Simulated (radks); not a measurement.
Question: The mean radii <r> (bohr) of the occupied orbitals of an atom or ion are listed with their occupations. Method: scalar-relativistic Kohn-Sham, LB94 model potential, spin-unpolarised, spherical densities, finite nucleus; Fermi nuclear charge, rms radius of each element as measured or else 0.836 A^(1/3) + 0.57 fm; computed with a radial shooting solver on a logarithmic mesh with Libxc functionals.

orbital  occ.      <r>
1s          2  0.01742
2s          2  0.07350
2p          6  0.06611
3s          2   0.1902
3p          6   0.1909
3d         10   0.1729
4s          2   0.4239
4p          6   0.4511
4d         10   0.4787
5s          2   0.9710
4f         14   0.5317
5p          6    1.127
5d          7    1.678
6s          2    2.782

Name the element and its charge.

Answer: Z = 77, iridium, charge 0: Ir in [Xe] 4f14 5d7 6s2. The 1s radius gives Z: for a bare nucleus <r> = (2 gamma + 1)/(2Z) with gamma = sqrt(1 - (Z/c)^2), 0.01724 bohr for Z = 77, and screening makes it slightly larger (0.01742 here). The occupations add up to 77, and the charge is Z minus that.
